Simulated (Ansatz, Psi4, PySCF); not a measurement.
trisilane (H₈Si₃), singlet, at a GFN2-xTB geometry. Base run: REVPBE/cc-pVDZ in PySCF.

Here is a job for PySCF.
```python
from pyscf import gto, scf, dft

mol = gto.M(
    atom='''
Si    1.844347    0.778114   -0.032315
Si    0.164165   -0.812706   -0.092287
Si   -1.998435   -0.015297    0.118937
H     3.199017    0.233124   -0.147584
H     1.701845    1.753556   -1.117068
H     1.816064    1.543718    1.217351
H     0.413797   -1.824509    0.949779
H     0.276432   -1.592490   -1.337797
H    -2.320290    0.952466   -0.933897
H    -2.193734    0.681556    1.393588
H    -3.034216   -1.048978    0.054940
''',
    basis='cc-pvdz',
    charge=0,
    spin=0,
    verbose=4,
)

mf = dft.RKS(mol)
mf.xc = 'revpbe'
mf.kernel()
```

The same geometry, method and basis name were run in Ansatz (a quantum-chemistry and plane-wave program) and Psi4 and PySCF, at each program's defaults and at the settings that a row names. The base is PySCF at its defaults. Differences at the defaults can come from grids, fitting, cores and function types together.

```json
[
 {"code and settings": "PySCF, defaults (exact integrals, its default grid, spherical functions)", "ΔE vs base (mEh)": "0.000", "basis functions": "94", "E (Eh)": "-873.07111", "SCF cycles": "8", "dipole (D)": "0.11"},
 {"code and settings": "Psi4, defaults (density fitting with its default set, its default grid, spherical functions)", "ΔE vs base (mEh)": "-0.066", "basis functions": "94", "E (Eh)": "-873.07117", "SCF cycles": "7", "dipole (D)": "0.11"},
 {"code and settings": "Ansatz, defaults (factorised integrals, its default grid, spherical functions)", "ΔE vs base (mEh)": "-0.002", "basis functions": "94", "E (Eh)": "-873.07111", "SCF cycles": "-", "dipole (D)": "-"},
 {"code and settings": "PySCF, density fitting with def2-universal-jkfit", "ΔE vs base (mEh)": "-0.155", "basis functions": "94", "E (Eh)": "-873.07126", "SCF cycles": "8", "dipole (D)": "0.11"},
 {"code and settings": "PySCF, fine grid", "ΔE vs base (mEh)": "-0.002", "basis functions": "94", "E (Eh)": "-873.07111", "SCF cycles": "8", "dipole (D)": "0.11"},
 {"code and settings": "Psi4, exact integrals, spherical functions, fine grid", "ΔE vs base (mEh)": "-0.002", "basis functions": "94", "E (Eh)": "-873.07111", "SCF cycles": "10", "dipole (D)": "0.11"},
 {"code and settings": "Ansatz, high accuracy", "ΔE vs base (mEh)": "-0.002", "basis functions": "94", "E (Eh)": "-873.07111", "SCF cycles": "-", "dipole (D)": "-"}
]
```
